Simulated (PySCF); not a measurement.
Input of a response calculation (the driver script's job line, then coordinates in Å):

```
{"job": {"kind": "uv", "xc": "B3LYP", "basis": "def2-SVPD", "nstates": 8, "ntriplets": 3}, "charge": 0, "multiplicity": 1}
Cl    -2.003791     1.838901     0.110159
C     -0.692849     0.744353     0.259685
S      0.914981     1.327340     0.006367
C      1.658220    -0.190586     0.295345
P      0.693210    -1.541117     0.674467
C     -0.800282    -0.576185     0.567411
Br    -2.490947    -1.379482     0.876625
H      2.730516    -0.213811     0.220210
```

Its output, with some lines taken out ([cut]):

```
coarse grid: 44392 points
cycle   1  E = -3888.0883556654  dE =  1.046e-01  |g| = 3.048e-01  |ddm| = 5.182e+00
cycle   2  E = -3888.0470604201  dE =  4.130e-02  |g| = 4.858e-01  |ddm| = 1.449e+00
cycle   3  E = -3888.1064996654  dE = -5.944e-02  |g| = 1.185e-01  |ddm| = 9.693e-01
cycle   4  E = -3888.1101546121  dE = -3.655e-03  |g| = 3.257e-02  |ddm| = 2.204e-01
cycle   5  E = -3888.1103834025  dE = -2.288e-04  |g| = 1.835e-02  |ddm| = 8.142e-02
cycle   6  E = -3888.1104777002  dE = -9.430e-05  |g| = 5.420e-03  |ddm| = 3.599e-02
cycle   7  E = -3888.1104860169  dE = -8.317e-06  |g| = 1.159e-03  |ddm| = 9.160e-03
final grid: 87488 points
cycle   8  E = -3888.1104577142  dE =  4.792e-07  |g| = 1.826e-03  |ddm| = 5.438e-03
cycle   9  E = -3888.1104559181  dE =  1.796e-06  |g| = 3.204e-03  |ddm| = 7.173e-03
cycle  10  E = -3888.1104585313  dE = -2.613e-06  |g| = 3.325e-04  |ddm| = 4.847e-03
cycle  11  E = -3888.1104585653  dE = -3.405e-08  |g| = 5.776e-05  |ddm| = 7.174e-04
cycle  12  E = -3888.1104585664  dE = -1.048e-09  |g| = 1.426e-05  |ddm| = 1.104e-04
cycle  13  E = -3888.1104585664  dE = -4.366e-11  |g| = 3.441e-06  |ddm| = 2.490e-05
converged SCF energy = -3888.1104585664

Static polarisability (au): isotropic 112.377, principal 70.685 129.428 137.017

Singlet excitations
state   eV       nm        f      main configurations
  1   4.3978    281.9   0.02734   H-1->L 0.49, H->L 0.45
[cut]
[cut]
[cut]
  5   5.2684    235.3   0.00416   H-2->L 0.59, H-3->L 0.40
  6   5.3368    232.3   0.00130   H-3->L 0.57, H-2->L 0.40
[cut]
  8   5.7006    217.5   0.00172   H-1->L+3 0.91

[cut]
```

Level of theory: TDDFT B3LYP/def2-SVPD, vertical, gas phase, core orbitals frozen in the response (PySCF 2.14.0, density-fitted response routines). Geometry: GFN2-xTB; no solvent, vibrations or thermal averaging. Relativistic effects, spin–orbit coupling among them, are left out although an element past zinc is present.

Restore the lines that were cut, in order.

```
  2   4.7660    260.1   0.06791   H->L 0.51, H-1->L 0.38
  3   4.8374    256.3   0.00002   H->L+1 0.80, H-1->L+1 0.18
  4   4.9888    248.5   0.00028   H-1->L+1 0.79, H->L+1 0.18
  7   5.5972    221.5   0.00000   H->L+3 0.92
Triplet excitations (Tamm-Dancoff, eV): 3.0183 3.6743 4.4648
```

Give the mean polarisability in Å³.

112.38 au × 0.148185 = 16.65 Å³.

Which orbital energies lie behind H and L?

HOMO -7.07 eV and LUMO -2.09 eV, a gap of 4.98 eV; state 1 differs from that by -0.58 eV.

Give the energy of state 4 in hartree, cm⁻¹ and kJ/mol.

0.18333 hartree, 40237 cm⁻¹, 481.3 kJ/mol.

Which species is it?

`c1(pcsc1Cl)Br` (C3HBrClPS), point group Cs.

The SCF starts on a coarse grid; the energy jumps when the final grid takes over, and dE counts afresh there. H and L stand for HOMO and LUMO.

The run took 27 s on an Arm Neoverse V1 with one thread, no GPU, on a shared host, and the process peaked at 0.74 GiB of memory.
